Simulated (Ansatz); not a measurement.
Cartesian coordinates (Å):
SMILES: O[Si](O)(O)O
```xyz
9

O     -1.2706    -0.7257    -0.7603
Si     0.0000     0.0000     0.0000
O      0.5271     1.4195    -0.6529
O      1.2638    -1.0535    -0.1097
O     -0.5203     0.3597     1.5228
H     -1.0427    -1.2337    -1.5539
H      0.0050     2.2020    -0.4184
H      2.1394    -0.6669     0.0438
H     -1.1017    -0.3014     1.9285
```
Charge 0, spin multiplicity 1.

The numbers are results of frozen-core CCSD(T)/cc-pVTZ // PBE-D3(BJ)/def2-TZVP (Ansatz, an electronic-structure program), not measurements.

| Property | Result |
|---|---|
| HF energy | -591.08019 Ha |
| MP2 correlation energy | -1.08186 Ha |

Problem. Estimate the CCSD correlation energy, the (T) correction, the total energy and the T1 diagnostic.

Solution. 
| Property | Result |
|---|---|
| CCSD correlation energy | -1.09147 Ha |
| (T) correction | -0.03809 Ha |
| CCSD(T) total energy | -592.20974 Ha |
| T1 diagnostic | 0.011 |
